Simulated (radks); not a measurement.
All-electron atom: Hg XVI in [Kr] 4d10 4f14 5s2 5p3. Method: Dirac Kohn-Sham, BLYP, spin-unpolarised, spherical densities, point nucleus; open shells fill j = l - 1/2 first; computed with a radial shooting solver on a logarithmic mesh with Libxc functionals.

Radial electron density D(r) = 4 pi r^2 rho(r):

```
   r/bohr * D(r) (the largest magnitude, 149, reaches the edge; | marks zero)
  0.00108 |    *
 0.001237 |     *
 0.001417 |      *
 0.001624 |       *
  0.00186 |         *
 0.002131 |           *
 0.002442 |             *
 0.002797 |                *
 0.003205 |                   *
 0.003672 |                      *
 0.004207 |                         *
 0.004819 |                            *
 0.005521 |                                *
 0.006326 |                                   *
 0.007247 |                                      *
 0.008303 |                                        *
 0.009513 |                                         *
   0.0109 |                                          *
  0.01249 |                                          *
  0.01431 |                                         *
  0.01639 |                                       *
  0.01878 |                                      *
  0.02151 |                                     *
  0.02465 |                                      *
  0.02824 |                                        *
  0.03235 |                                           *
  0.03706 |                                                *
  0.04246 |                                                    *
  0.04904 |                                                      *
  0.05618 |                                                     *
  0.06437 |                                                  *
  0.07375 |                                              *
  0.08449 |                                           *
   0.0968 |                                           *
   0.1109 |                                             *
   0.1271 |                                                 *
   0.1456 |                                                  *
   0.1668 |                                               *
   0.1911 |                                        *
   0.2189 |                                *
   0.2508 |                            *
   0.2873 |                             *
   0.3292 |                               *
   0.3771 |                                 *
   0.4321 |                              *
    0.495 |                        *
   0.5672 |                 *
   0.6498 |           *
   0.7444 |       *
   0.8529 |     *
   0.9771 |   *
    1.119 | *
    1.283 |*
    1.469 *
    1.684 *
    1.929 *
     2.21 *
    2.532 *
```

D(r) has 4 maxima, at r = 0.0112, 0.0510, 0.142, 0.368 bohr, and minima at 0.0220, 0.0915, 0.263 bohr, inside which lie 2.04, 11.07, 30.23 electrons.
